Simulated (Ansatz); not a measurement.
Cartesian coordinates in Å:
```
Si 0.062 -2.192 0.556
O -0.518 -0.752 -0.031
C 0.303 0.305 -0.454
Si -0.770 1.842 -0.740
S 1.676 0.692 0.672
H -1.061 -3.143 0.383
H 0.430 -2.113 1.990
H 1.242 -2.630 -0.238
H 0.828 0.039 -1.382
H -1.249 2.314 0.585
H -1.930 1.503 -1.604
H 0.053 2.893 -1.388
H 0.934 1.241 1.650
```

The species carries charge 0 and has multiplicity 1.

List the B3LYP/def2-TZVPP orbital energies in eV (Ansatz). (Estimate.)

Ansatz gave: Occupied: -2418.24, -1799.46, -1799.06, -520.93, -279.24, -216.24, -160.81, -160.72, -160.57, -143.92, -143.62, -99.27, -99.22, -99.21, -98.93, -98.93, -98.92, -28.25, -21.33, -17.97, -15.18, -14.90, -12.96, -12.34, -11.73, -10.74, -10.07, -9.72, -9.53, -9.40, -8.26, -8.16, -7.13. Lowest empty: -0.43, 0.16, 0.64, 0.96, 1.03, 1.26, 1.48, 1.54.

B3LYP here is the variant with VWN-RPA as its local correlation; programs differ in this.
